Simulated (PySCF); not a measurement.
These compounds are isomers of formula C₇H₇NO.

A. `C#C[C@@H]1C=C[C@@H]1NC=O`
B. 3-acetylpyridine (CC(=O)c1cccnc1)
C. `C=Cc1cnccc1O`

Spectrum 1. ¹³C{¹H} NMR (computed): δ 199.9 (C), 159.5 (CH), 156.2 (CH), 142.9 (CH), 134.9 (C), 128.8 (CH), 28.9 (CH3).

Spectrum 2. ¹³C{¹H} NMR (computed): δ 160.3 (CH), 150.8 (CH), 148.8 (CH), 87.7 (C), 81.0 (CH), 49.9 (CH), 42.4 (CH).

Spectrum 3. ¹³C{¹H} NMR (computed): δ 166.7 (C), 157.3 (CH), 153.8 (CH), 133.4 (CH), 125.8 (CH2), 123.8 (C), 115.0 (CH).

Theoretical values (PySCF 2.14.0 with density-fitted response routines): shielding tensors at PBE0/pcSseg-1 (GIAO), GFN2-xTB geometry. Relativity neglected, one averaged value for each set of equivalent atoms, isolated molecule, a single conformation.

Shifts are taken against calculated references (same method and geometry level): TMS for ¹³C (186.93 ppm). Acid and N–H amide carbonyl carbons lie up to 10 ppm further downfield in solution (hydrogen bonding). Shifts are as computed. Against solution values, carbons near 30 ppm lie about +3 ppm off and those near 130 ppm about +5 ppm. Of 1211 compounds with measured shifts, 218 miss one by over three times the rms of a fit or turn the order of signals round; such compounds aren't used in these exercises.

Which spectrum belongs to which compound?

## Answers

1–B, 2–A, 3–C.

- Spectrum 1 (B): 7 ¹³C signals; δC 199.9 is a ketone carbonyl carbon; δC 159.5 is an aromatic CH next to a ring nitrogen.
- Spectrum 2 (A): 7 ¹³C signals; δC 160.3 is an amide carbonyl carbon; δC 150.8 is an alkene CH.
- Spectrum 3 (C): 7 ¹³C signals; δC 166.7 is an aromatic carbon bearing oxygen; δC 157.3 is an aromatic CH next to a ring nitrogen.
